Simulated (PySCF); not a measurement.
Compound: C4HF5.
SMILES: `FC1=C(F)C(F)(F)[C@@H]1F`

Method used: TDDFT B3LYP/def2-SVPD, vertical, gas phase, core orbitals frozen in the response (PySCF). Geometry: GFN2-xTB; no solvent, vibrations or thermal averaging.

| state | E (eV) | E (hartree) | f | main configurations (H = HOMO, L = LUMO) |
| --- | --- | --- | --- | --- |
| S1 | 7.09 | 0.2605 | 0.026 | H→L+1 (68%), H-1→L (19%), H→L (11%) |
| S2 | 7.16 | 0.2630 | 0.0087 | H-1→L (70%), H→L+1 (25%) |
| S3 | 7.59 | 0.2788 | 0.201 | H→L (77%), H-1→L (8%) |
| S4 | 8.23 | 0.3026 | 0.0036 | H-1→L+1 (94%) |
| S5 | 8.25 | 0.3034 | 0.019 | H-2→L (89%) |
| S6 | 8.44 | 0.3102 | 0.042 | H→L+2 (88%) |
| S7 | 8.86 | 0.3254 | 0.021 | H→L+3 (95%) |
| S8 | 9.04 | 0.3320 | 0.032 | H→L+4 (90%) |

Triplets, Tamm–Dancoff:

```tsv
state	E (eV)	λ (nm)	main configurations (H = HOMO, L = LUMO)
T1	4.76	260.5	H→L (96%)
T2	6.75	183.6	H→L+1 (95%)
T3	6.90	179.7	H-1→L (97%)
```

The lowest singlet comes at 175 nm (684 kJ/mol) in the vacuum ultraviolet; it is weak; its leading configuration is HOMO→LUMO+1 (68%). The strongest level in the table is S3 at 7.59 eV (163 nm, f = 0.201). Löwdin shares by element: HOMO carbon 56% or more, fluorine 26% or more (atoms not listed hold the other 18%); LUMO carbon 62% or more, fluorine 18% or more (atoms not listed hold the other 20%). Of the 8 states listed, 6 reach f = 0.01 and none stays under 0.0005. Orbital energies (eV): HOMO-3 -11.58, HOMO-2 -10.63, HOMO-1 -9.67, HOMO -8.68, LUMO -1.12, LUMO+1 -0.40, LUMO+2 0.65. The oscillator strengths of these states sum to 0.353; summed over the whole spectrum of an exact calculation they would give the number of electrons, 70 (Thomas–Reiche–Kuhn). The window holds the lowest 8 singlets.
